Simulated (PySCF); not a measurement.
Species: CH₄B₂F₂O₂.
Structure used (GFN2-xTB), in Å, numbered top down from 1:
```xyz
11
CH4B2F2O2 angstrom
O     -1.256   -0.032   -1.364
B     -0.837   -0.036   -0.080
O     -1.500    0.548    0.940
C      0.547   -0.781    0.255
B      1.736    0.226    0.120
F      2.164    0.986    1.113
F      2.387    0.438   -1.009
H     -2.074    0.421   -1.573
H     -2.320    1.005    0.746
H      0.491   -1.167    1.269
H      0.669   -1.606   -0.443
```

The closed-shell SCF was solved with PySCF and density fitting under several settings on one GFN2-xTB geometry (grid level 2 and gas phase unless stated).

```json
{"settings": "PBE0/pcSseg-1", "basis functions": "139", "SCF cycles": "12", "E (Eh)": "-440.1010", "HOMO (eV)": "-9.58", "LUMO (eV)": "0.32", "dipole (D)": "3.98"}
{"settings": "PBE0/def2-SVPD", "basis functions": "184", "SCF cycles": "12", "E (Eh)": "-439.8364", "HOMO (eV)": "-9.64", "LUMO (eV)": "-0.50", "dipole (D)": "3.80"}
```

**Question.** Estimate the rows for these settings: (1) BLYP/cc-pVDZ, level shift 0.1 Eh; (2) KT2/pcSseg-1.

**Answer.** 
```tsv
settings	basis functions	SCF cycles	E (Eh)	HOMO (eV)	LUMO (eV)	dipole (D)
BLYP/cc-pVDZ, level shift 0.1 Eh	118	10	-440.5175	-7.45	-0.25	3.70
KT2/pcSseg-1	139	14	-446.9430	-8.13	-0.72	3.81
```

**Question.** Over all rows, what range does the HOMO–LUMO gap span?

**Answer.** From 7.20 eV (BLYP/cc-pVDZ, level shift 0.1 Eh) to 9.90 eV (PBE0/pcSseg-1). The functional of the narrowest has no exact exchange, that of the widest 25 % exact exchange.

**Question.** And the dipole moment?

**Answer.** From 3.70 D (BLYP/cc-pVDZ, level shift 0.1 Eh) to 3.98 D (PBE0/pcSseg-1); the largest is 1.08 times the smallest, and the median is 3.80 D.

**Question.** Compare two rows with the functional PBE0: PBE0/pcSseg-1 and PBE0/def2-SVPD. Which energy is lower, and by how much?

**Answer.** PBE0/pcSseg-1 (139 functions) lies 0.2646 Eh or 166 kcal/mol below PBE0/def2-SVPD (184 functions). The smaller set gives the lower energy; the two sets aren't nested, so the variational bound doesn't order them by size.

Cycle counts include a coarse-grid stage where the run had one. KT2 was designed for NMR shieldings or shifts; total energies of different functionals aren't comparable.

One conformer stands for the species.
